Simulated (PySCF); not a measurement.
System: sum formula GeN4H9, net charge 1, singlet state. It need not be the lowest isomer of its formula. 
Coordinates optimised at B3LYP-D3(BJ)/def2-TZVP (Ansatz):
```
Ge
N 1 1.8007
H 2 1.0105 1 116.96
H 2 1.0109 3 110.73 1 140.19
N 1 1.8007 2 117.78 3 -32.08
H 5 1.0105 1 116.96 2 118.72
H 5 1.0109 6 110.73 1 140.19
N 1 1.8007 2 117.78 3 118.72
H 8 1.0105 1 116.96 2 -32.08
H 8 1.0109 9 110.73 1 140.19
N 1 2.0489 2 98.65 3 -136.68
H 11 1.0196 1 110.59 2 20.44
H 11 1.0196 12 108.33 1 -121.35
H 11 1.0196 12 108.33 13 -117.30
```
Charge +1, spin multiplicity 1.

Dispersion corrections to the total energy (kcal/mol) from the dftd3 and dftd4 libraries through PySCF: D3(BJ) without and D4 with the three-body term, each with the damping fitted for the functional named.

| functional | D3(BJ) | D4 |
|---|---|---|
| r2SCAN | -2.00 | -1.59 |
| HSE06 | ? | -4.96 |
| PW6B95 | -3.57 | -5.44 |
| TPSS | -8.48 | -8.43 |
| BP86 | ? | -8.44 |
| CAM-B3LYP | -5.44 | ? |
| BHLYP | -9.31 | -7.63 |

Task: What belongs in the gaps?

Result: 
- HSE06, D3(BJ): -4.60
- BP86, D3(BJ): -10.83
- CAM-B3LYP, D4: -5.39
